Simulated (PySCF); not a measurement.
Predicted microwave data (wB97X-D/def2-SVPD in PySCF (dipole) on a GFN2-xTB geometry, gas phase) for one isomer of C5H9ClOSi:

```
Rotational constants : A = 2413, B = 749.0, C = 602.5 MHz
Dipole components    : |μa| = 0.27 D, |μb| = 0.86 D, |μc| = 0.00 D
Inertial defect      : -45.38 u·Å²
κ                    : -0.84
```

Task: Which structure is it? (One computed conformer of each.)
A. `[CH3:1][CH2:2][O:3][C:4]1=[CH:5][SiH2:6][C@H:7]1[Cl:8]` with C1–C2–O3–C4 -174°, C2–O3–C4–C5 180°
B. `[SiH3:1][O:2]/[C:3]([Cl:4])=[CH:5]\[CH:6]1[CH2:7][CH2:8]1` with Si1–O2–C3–Cl4 0°, C3–C5–C6–C7 146°
C. `[CH3:1][O:2][SiH2:3]/[CH:4]=[CH:5]/[CH:6]=[CH:7]\[Cl:8]` with C1–O2–Si3–C4 180°, O2–Si3–C4–C5 180°, C4–C5–C6–C7 180°

Result: B. It is [SiH3]O/C(Cl)=C\C1CC1, an asymmetric top, point group Cs. The candidates at the same level (rigid rotor, commonest isotopes):

```
               SMILES  A (MHz)  B (MHz)  C (MHz)  μa (D)  μb (D)  μc (D)  Δ (u·Å²)  point group                        rotor
CCOC1=C[SiH2][C@H]1Cl     2213    963.0    708.7    0.71    0.72    1.23    -40.02           C1               asymmetric top
[SiH3]O/C(Cl)=C\C1CC1     2413    749.0    602.5    0.27    0.86    0.00    -45.38           Cs               asymmetric top
  CO[SiH2]/C=C/C=C\Cl     5965    393.3    371.4    1.17    0.79    0.00     -8.86           Cs  near-prolate asymmetric top
```

`CO[SiH2]/C=C/C=C\Cl` has A 147 % too high; `CCOC1=C[SiH2][C@H]1Cl` has B 29 % too high. In the right answer the mirror of this Cs structure is the ab plane, so μc vanishes by symmetry. No structure here is proved a minimum.
